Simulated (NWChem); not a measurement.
**Lowest excitation of HFOPb**

```xyz
4

Pb    -0.0277    -0.2651     0.0000
F     -1.3576     1.3149     0.0000
O      1.6410     0.9971     0.0000
H      1.3648     1.9244     0.0000
```
Charge 0, spin multiplicity 1.

All runs are NWChem calculations. Structure: optimised with PBE0/def2-SVP with def2 effective core potentials on Pb, a minimum by its harmonic frequencies. It is one conformer; others weren't searched.

Basis set: def2-SVPD.

Effective core potentials replace the inner electrons of Pb; spin-orbit coupling is left out. The correlated methods keep 6 core orbitals frozen. B3LYP has NWChem's definition, with VWN1-RPA local correlation. The structure started from a generated list of species. Coupled-cluster values serve here as a point of comparison, not as the truth.

**Question.** Order these methods by the lowest vertical singlet excitation energy they give, lowest first: TD-PBE, EOM-CCSD, CIS, TD-B3LYP, TD-PBE0.

**Answer.** TD-PBE (3.98 eV), TD-B3LYP (4.28 eV), TD-PBE0 (4.45 eV), EOM-CCSD (4.74 eV), CIS (5.58 eV)
